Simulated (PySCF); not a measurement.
Isomers of C7H10N2. Computed with PySCF, PBE0-D3(BJ)/def2-SVP geometry optimisation, gas phase. One conformer each; no zero-point energy, no entropy. No frequencies were run at this level. Point groups hold within 0.08 Å.

**Question.** Rank from lowest to highest electronic energy at this level (kcal/mol).
A. `[CH3:1]/[N:2]=[CH:3]\[C:4]([C:5]#[N:6])=[C:7]([CH3:8])[CH3:9]` with N2–C3–C4–C5 -38°
B. `[CH3:1][CH2:2][NH:3][c:4]1[cH:5][cH:6][cH:7][cH:8][n:9]1` with C1–C2–N3–C4 -78°, C2–N3–C4–C5 173°
C. `[CH3:1][N:2]([CH3:3])/[CH:4]=[CH:5]/[CH:6]=[CH:7]/[C:8]#[N:9]` with C4–C5–C6–C7 180°

**Answer.** B (0.0), C (44.2), A (47.7).

As drawn, the lowest has an aromatic ring and an N–H bond, which the highest lacks; the highest has a C≡N group, a C=N bond and a C=C bond outside aromatic rings, which the lowest lacks.

```csv
SMILES,E (Eh),E rel (kcal/mol),dipole (D),point group,"A, B, C (MHz)"
CCNc1ccccn1,-381.56828,0.0,1.89,C1,"3935, 1074, 913.1"
CN(C)/C=C/C=C/C#N,-381.49788,44.2,9.12,–,"6941, 508.2, 476.7"
C/N=C\C(C#N)=C(C)C,-381.49231,47.7,4.36,C1,"2254, 1280, 870.4"
```
